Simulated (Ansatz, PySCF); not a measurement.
Gas-phase reaction in SMILES: CO[Si](O)(O)OC + 6 [H][H] (H2) -> 2 C (CH4) + 4 O (H2O) + [SiH4] (SiH4)
Each molecule is optimised on its own at B3LYP-D3(BJ)/def2-TZVP (Ansatz, a first-principles code), one conformer each, not searched for the lowest. Frequencies are from Ansatz or PySCF.

Quantity: energy of full hydrogenation (enthalpy at 298 K, with B3LYP-D3(BJ) rigid-rotor harmonic-oscillator terms), in kJ/mol. Cores are frozen in the correlated levels unless marked. Spin-orbit coupling is left out. Non-relativistic. Basis-set limits of correlation are two-point, X^-3; Hartree-Fock from the larger set.

| level | program | energy of full hydrogenation (kJ/mol) |
|---|---|---|
| HF/aug-cc-pV(D+d)Z | Ansatz | 43.7 |

Task: What does CCSD(T)/CBS(cc-pV(T+d)Z,cc-pV(Q+d)Z) (Ansatz) give?

Result: 188.2 kJ/mol
